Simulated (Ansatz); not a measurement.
## How methods differ on CuCl (cuprous chloride)

CuCl has 2 atoms, charge 0, and is taken as a singlet. As SMILES, `[Cl][Cu]`. The coordinates come from a PBE0-D4/def2-TZVP relaxation.

```xyz
2

Cl    0.8983   -0.3452    0.4464
Cu   -0.8688    0.2850   -0.4424
```

Quantity: the energy change with the Cl1–Cu2 bond stretched from 2.076 to 2.595 Å, in eV. The values are calculated.

```tsv
level	kind	program	value (eV)	CPU time (all runs)
HF/STO-3G (restricted)	Hartree–Fock	Ansatz	0.98	1.4 s
BLYP/STO-3G (restricted)	GGA	Ansatz	1.35	43 s
PBE/STO-3G (restricted)	GGA	Ansatz	1.38	40 s
revPBE/STO-3G (restricted)	GGA	Ansatz	1.27	49 s
BHLYP/STO-3G (restricted)	global hybrid	Ansatz	1.36	23 s
PBE0/STO-3G (restricted)	global hybrid	Ansatz	1.34	28 s
r2SCAN0/STO-3G (restricted)	hybrid meta-GGA	Ansatz	1.37	1.8 min
B2PLYP/STO-3G (restricted)	double hybrid	Ansatz	1.31	34 s
```

The first shape isn't each level's own minimum. The values span 0.98 to 1.38 eV. All rows use very small basis sets, so none should be taken for the real molecule's value. Times are those of the runs behind each value, whatever else they computed, on shared processors of several kinds: orders of magnitude only.
